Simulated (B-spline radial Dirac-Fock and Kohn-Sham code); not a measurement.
These are calculated numbers from an atomic code on a B-spline grid; the model is relativistic Hartree-Fock (Dirac-Fock) wave functions, averaged over the configuration.

**Question.** This computed X-ray form factor belongs to an atom or ion in its tabulated ground configuration. Which?

```tsv
sin θ/λ (Å⁻¹)	f₀
0.05	4.910
0.25	3.402
0.4	2.340
0.45	2.109
0.5	1.931
0.8	1.447
1.4	0.935
1.8	0.647
5	0.043
```

**Answer.** N²⁺, with 5 electrons in [He] 2s2 2p1. f₀ tends to the number of electrons as s goes to zero, which the first rows give only roughly, and the rate of fall reflects the nuclear charge, 7.
